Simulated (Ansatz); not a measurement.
`C=C[SiH2]N` + H₂ → `C=C[SiH3]` + NH₃ at 298.15 K and 1 bar (hydrogenolysis of the Si–N bond).

Calculated with Ansatz (gas phase, PBE0-D4/def2-TZVP geometries, no zero-point term in ΔE). CBS: MP2 limit from def2 TZ/QZ plus the TZ coupled-cluster correction, frozen cores. This one scheme is used for every species. Each species was taken in one conformer, which may not be the lowest.

```tsv
species	CCSD(T)/CBS energy (Eh)	H − E (kJ/mol)	S (J/(mol·K))
`C=C[SiH2]N`	-424.10479	243.3	324.8
H₂	-1.17544	35.1	130.4
`C=C[SiH3]`	-368.76077	190.7	286.4
NH₃	-56.50880	100.5	192.4
```

H − E and S are ideal-gas, rigid-rotor, harmonic terms from PBE0-D4/def2-TZVP, for one conformer and one mirror image of each species. The MP2-based limit puts H₂ 0.8 mEh under its directly extrapolated value; such offsets cancel only in part. 1 Eh = 2625.50 kJ/mol, R = 8.31446 J/(mol·K).

Q: By hand: ΔE, ΔH, ΔS and ΔG.

A: ΔE = (-368.76077) + (-56.50880) − (-424.10479) − (-1.17544) = 0.01066 Eh = 28.0 kJ/mol. Δ(H − E) = 190.7 + 100.5 − 243.3 − 35.1 = 12.8, so ΔH = 40.8 kJ/mol. ΔS = 286.4 + 192.4 − 324.8 − 130.4 = 23.6 J/(mol·K). ΔG = 40.8 − 298.15 × (23.6)/1000 = 33.8 kJ/mol.

Q: By hand: the equilibrium constant, and the temperature at which ΔG would vanish if ΔH and ΔS stayed fixed.

A: log₁₀ K = −ΔG/(RT ln 10) = -5.9. ΔG = 0 at ΔH/ΔS = 1729 K.

ΔH outweighs TΔS. A doubt of 5 kJ/mol in ΔE shifts log₁₀ K by 0.9 here. Other conformers and mirror images would add mixing entropy, several J/(mol·K) or more a flexible species. These are equilibria of isolated gas molecules and say nothing of rates. Largest T1 diagnostic: 0.011 (customary marks: 0.02 for closed shells, 0.045 for open ones).
